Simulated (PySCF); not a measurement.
Working out the excitation energy of Be

Be [He] 2s2 (1S) → Be [He] 2s1 2p1 (3P). Computed with PySCF 2.14 in aug-cc-pCVTZ (7s6p4d2f, 59 functions), with no relativity, point nucleus. Frozen: 1s2. Energies in hartree (1 hartree = 27.21139 eV):

```json
{"part": "UHF", "Be (lower)": "-14.572876", "Be (upper)": "-14.513410"}
{"part": "CCSD correlation", "Be (lower)": "-0.045794", "Be (upper)": "-0.004889"}
{"part": "(T)", "Be (lower)": "0.000000", "Be (upper)": "0.000000"}
```

Problem. What does Hartree-Fock give?

Solution. (-14.513410) − (-14.572876) = 0.059466 hartree = 1.618 eV.

Problem. What do CCSD and CCSD(T) give?

Solution. The CCSD correlation energies differ by 0.040905 hartree = 1.113 eV and the triples by 0.000000 hartree = 0.000 eV, so CCSD gives 2.731 eV and CCSD(T) 2.731 eV.

Measured between the centres of the two terms (NIST): 2.725 eV, so CCSD(T) (valence) is off by 0.006 eV.

What remains against the reference includes basis incompleteness, the frozen core and higher excitations.
